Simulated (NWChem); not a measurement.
The numbers come from NWChem runs, not from measurements. System: H$_{3}$Sn (+1), charge 1, spin multiplicity 1, at a geometry optimised with PBE/def2-SVP with def2 effective core potentials on Sn. The structure started from a generated list of species. Level: TDA-PBE0/def2-SVPD with def2 effective core potentials on Sn.

Input file:

```
start mol
memory heap 200 mb stack 900 mb global 1100 mb
charge 1
geometry units angstroms nocenter noautoz
  Sn     0.000000     0.000000    -0.000002
  H      0.000000     0.000000     1.711923
  H      1.482614     0.000000    -0.855910
  H     -1.482614     0.000000    -0.855910
  symmetry group C2v
end
basis spherical
  * library def2-svpd
end
ecp
  Sn library def2-ecp
end
dft
  xc pbe0
  semidirect memsize 60000000 filesize 0
  iterations 100
end
tddft
  cis
  nroots 6
  notriplet
  thresh 1e-4
end
task tddft energy
```

Part of the output:

```
             Northwest Computational Chemistry Package (NWChem) 7.3.0
             --------------------------------------------------------

                                NWChem Input Module
                                -------------------

 Scaling coordinates for geometry "geometry" by  1.889725989
 (inverse scale =  0.529177249)

 Turning off AUTOSYM since
 SYMMETRY directive was detected!

                             Geometry "geometry" -> ""
                             -------------------------

 Output coordinates in angstroms (scale by  1.889725989 to convert to a.u.)

  No.       Tag          Charge          X              Y              Z
 ---- ---------------- ---------- -------------- -------------- --------------
    1 Sn                  50.0000     0.00000000     0.00000000    -0.00000200
    2 H                    1.0000     0.00000000     0.00000000     1.71192300
    3 H                    1.0000     1.48261400     0.00000000    -0.85591000
    4 H                    1.0000    -1.48261400     0.00000000    -0.85591000

 Effective nuclear repulsion energy (a.u.)      46.9020689438

            Nuclear Dipole moment (a.u.)
            ----------------------------
        X                 Y               Z
 ---------------- ---------------- ----------------
     0.0000000000     0.0000000000     0.0000056692

      Symmetry information
      --------------------

 Group name             C2v
 Group number             16
 Group order               4
 No. of unique centers     3

      Symmetry unique atoms

     1    2    3


 Summary of "ao basis" -> "" (spherical)
 ------------------------------------------------------------------------------
       Tag                 Description            Shells   Functions and Types
 ---------------- ------------------------------  ------  ---------------------
 *                         def2-svpd                  on all atoms

                                 NWChem DFT Module
                                 -----------------

 Summary of "ao basis" -> "ao basis" (spherical)
 ------------------------------------------------------------------------------
       Tag                 Description            Shells   Functions and Types
 ---------------- ------------------------------  ------  ---------------------
 Sn                        def2-svpd                12       32   5s4p3d
 H                         def2-svpd                 4        8   2s2p

 Summary of "ao basis" -> "ao basis" (spherical)
 ------------------------------------------------------------------------------
       Tag                 Description            Shells   Functions and Types
 ---------------- ------------------------------  ------  ---------------------
 Sn                        def2-svpd                12       32   5s4p3d
 H                         def2-svpd                 4        8   2s2p

      Symmetry analysis of basis
      --------------------------

        a1         25
        a2          5
        b1         15
        b2         11

            General Information
            -------------------
          SCF calculation type: DFT
          Wavefunction type:  closed shell.
          No. of atoms     :     4
          No. of electrons :    24
           Alpha electrons :    12
            Beta electrons :    12
          Charge           :     1
          Spin multiplicity:     1
          Use of symmetry is: off; symmetry adaption is: on
          Maximum number of iterations: 100
[...]
     Total Oscillator Strength                     0.0000027106

          sigma_e =   1.6739 Angstrom
          sigma_h =   1.6295 Angstrom
         |d_h->e| =   0.5462 Angstrom
            d_exc =   2.3991 Angstrom
            d_CD1 =   0.5907 Angstrom
            d_CD2 =  -1.1055 Angstrom
            d_CD3 =   2.9453 Angstrom
     Pearson C.C. =   0.0000

     Occ.   12  a1  ---  Virt.   13  b2       0.99955
  ----------------------------------------------------------------------------
  Root   2 singlet a2             0.185625284 a.u.                5.0511 eV
  ----------------------------------------------------------------------------
     Transition Moments    X  0.00000   Y  0.00000   Z  0.00000
     Transition Moments   XX  0.00000  XY -1.92753  XZ  0.00000
     Transition Moments   YY  0.00000  YZ -0.00000  ZZ -0.00000
     Dipole Oscillator Strength                    0.0000000000
     Electric Quadrupole                           0.0000001265
     Magnetic Dipole                               0.0000025842
     Total Oscillator Strength                     0.0000027108

          sigma_e =   1.6739 Angstrom
          sigma_h =   1.6295 Angstrom
         |d_h->e| =   0.5462 Angstrom
            d_exc =   2.3991 Angstrom
            d_CD1 =   0.5906 Angstrom
            d_CD2 =  -1.1056 Angstrom
            d_CD3 =   2.9452 Angstrom
     Pearson C.C. =   0.0000

     Occ.   11  b1  ---  Virt.   13  b2       0.99955
  ----------------------------------------------------------------------------
  Root   3 singlet a1             0.321909126 a.u.                8.7596 eV
  ----------------------------------------------------------------------------
     Transition Moments    X -0.00000   Y -0.00000   Z  0.86696
     Transition Moments   XX -2.93959  XY  0.00000  XZ  0.00001
     Transition Moments   YY  0.00007  YZ  0.00000  ZZ  2.93921
     Dipole Oscillator Strength                    0.1613033343
     Electric Quadrupole                           0.0000015348
     Magnetic Dipole                               0.0000000000
     Total Oscillator Strength                     0.1613048691

          sigma_e =   2.1335 Angstrom
          sigma_h =   1.6504 Angstrom
         |d_h->e| =   0.6675 Angstrom
            d_exc =   2.8359 Angstrom
            d_CD1 =   1.1506 Angstrom
            d_CD2 =  -1.2244 Angstrom
            d_CD3 =   3.5034 Angstrom
     Pearson C.C. =  -0.0456

     Occ.   11  b1  ---  Virt.   16  b1       0.28639
     Occ.   12  a1  ---  Virt.   14  a1       0.90492
     Occ.   12  a1  ---  Virt.   15  a1      -0.28650
     Occ.   12  a1  ---  Virt.   17  a1      -0.05398
     Occ.   12  a1  ---  Virt.   22  a1      -0.06564
  ----------------------------------------------------------------------------
  Root   4 singlet b1             0.321923882 a.u.                8.7600 eV
  ----------------------------------------------------------------------------
     Transition Moments    X -0.86712   Y  0.00000   Z -0.00000
     Transition Moments   XX  0.00001  XY -0.00000  XZ  2.93927
     Transition Moments   YY  0.00000  YZ -0.00000  ZZ -0.00001
     Dipole Oscillator Strength                    0.1613708029
     Electric Quadrupole                           0.0000015349
     Magnetic Dipole                               0.0000000000
     Total Oscillator Strength                     0.1613723378

          sigma_e =   2.1335 Angstrom
          sigma_h =   1.6505 Angstrom
         |d_h->e| =   0.6673 Angstrom
            d_exc =   2.8359 Angstrom
            d_CD1 =   1.1503 Angstrom
            d_CD2 =  -1.2247 Angstrom
            d_CD3 =   3.5032 Angstrom
     Pearson C.C. =  -0.0456

     Occ.   11  b1  ---  Virt.   14  a1      -0.90487
     Occ.   11  b1  ---  Virt.   15  a1      -0.28649
     Occ.   11  b1  ---  Virt.   17  a1       0.05396
     Occ.   11  b1  ---  Virt.   22  a1       0.06564
     Occ.   12  a1  ---  Virt.   16  b1      -0.28656
  ----------------------------------------------------------------------------
  Root   5 singlet b1             0.353064800 a.u.                9.6074 eV
  ----------------------------------------------------------------------------
     Transition Moments    X  0.00004   Y  0.00000   Z -0.00000
     Transition Moments   XX  0.00000  XY -0.00000  XZ -0.00057
     Transition Moments   YY  0.00000  YZ  0.00000  ZZ -0.00000
     Dipole Oscillator Strength                    0.0000000003
     Electric Quadrupole                           0.0000000000
     Magnetic Dipole                               0.0000108235
     Total Oscillator Strength                     0.0000108239

          sigma_e =   2.1721 Angstrom
          sigma_h =   1.7202 Angstrom
         |d_h->e| =   0.0000 Angstrom
            d_exc =   2.6040 Angstrom
            d_CD1 =   0.4519 Angstrom
            d_CD2 =  -1.9461 Angstrom
            d_CD3 =   2.6041 Angstrom
     Pearson C.C. =   0.1199

     Occ.   11  b1  ---  Virt.   15  a1       0.70665
     Occ.   12  a1  ---  Virt.   16  b1      -0.70655
  ----------------------------------------------------------------------------
  Root   6 singlet a1             0.377116968 a.u.               10.2619 eV
  ----------------------------------------------------------------------------
     Transition Moments    X  0.00000   Y  0.00000   Z  0.00059
     Transition Moments   XX  1.32295  XY  0.00000  XZ  0.00000
     Transition Moments   YY -0.46126  YZ  0.00000  ZZ  1.32423
     Dipole Oscillator Strength                    0.0000000867
     Electric Quadrupole                           0.0000003033
     Magnetic Dipole                               0.0000000000
     Total Oscillator Strength                     0.0000003899

          sigma_e =   2.2536 Angstrom
          sigma_h =   1.7101 Angstrom
         |d_h->e| =   0.0001 Angstrom
            d_exc =   3.0348 Angstrom
            d_CD1 =   0.5436 Angstrom
            d_CD2 =  -1.9818 Angstrom
            d_CD3 =   3.0349 Angstrom
     Pearson C.C. =  -0.1566

     Occ.   10  a1  ---  Virt.   14  a1      -0.18402
     Occ.   11  b1  ---  Virt.   16  b1       0.69289
     Occ.   12  a1  ---  Virt.   15  a1       0.69301

              Target root =      1
          Target symmetry = none
      Ground state energy =   -215.752884239439
        Excitation energy =      0.185617377241
     Excited state energy =   -215.567266862199

  stored tddft:energy   -215.56726686219858

 Task  times  cpu:       11.8s     wall:       11.8s

 Total times  cpu:       11.8s     wall:       11.8s
```
